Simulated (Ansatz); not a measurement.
`[CH3][Ti]([CH3])([CH3])[NH2]`, relaxed with RKS PBE-D4/def2-SVP in Ansatz 0.2.0 from a rough embedded geometry. The force threshold is 0.03 eV/Å; the program also tests the step.

Charge 0, multiplicity 1.

Start:

```xyz
16

C    -1.492   -1.305    0.184
Ti    0.174   -0.039   -0.061
C     0.567    0.890    1.797
C    -0.276    1.478   -1.459
N     1.807   -1.102   -0.653
H    -1.348   -2.254   -0.502
H    -1.533   -1.704    1.238
H    -2.414   -0.831   -0.057
H     1.129    1.890    1.630
H    -0.349    1.091    2.353
H     1.261    0.264    2.410
H     0.375    2.348   -1.358
H    -1.365    1.689   -1.452
H    -0.096    1.018   -2.564
H     1.961   -1.846    0.039
H     1.601   -1.587   -1.544
```

```tsv
step	energy (eV)	largest force (eV/Å)	largest move (Å)
1	-27876.7248	2.846	0.000
2	-27877.2211	1.105	0.111
3	-27877.3415	0.896	0.200
4	-27877.3689	0.362	0.200
5	-27877.3774	0.158	0.091
6	-27877.3849	0.070	0.137
7	-27877.3862	0.043	0.031
8	-27877.3880	0.015	0.053
9 (rejected)	-27877.3878	0.126	0.059
10	-27877.3884	0.010	0.029
11	-27877.3885	0.098	0.075
12	-27877.3889	0.030	0.012
```

End:

```xyz
16

C    -1.476   -1.279    0.194
Ti    0.193   -0.057   -0.059
C     0.544    0.869    1.768
C    -0.272    1.321   -1.544
N     1.605   -1.178   -0.557
H    -1.716   -1.836   -0.738
H    -1.301   -2.015    1.009
H    -2.345   -0.639    0.468
H     1.137    1.797    1.606
H    -0.437    1.147    2.215
H     1.087    0.214    2.483
H     0.405    2.200   -1.462
H    -1.320    1.663   -1.394
H    -0.184    0.890   -2.565
H     2.227   -1.668    0.097
H     1.853   -1.429   -1.522
```

Run time 15 s (4 threads of an Intel Xeon 6975P-C on a shared host); peak host memory 0.24 GiB.
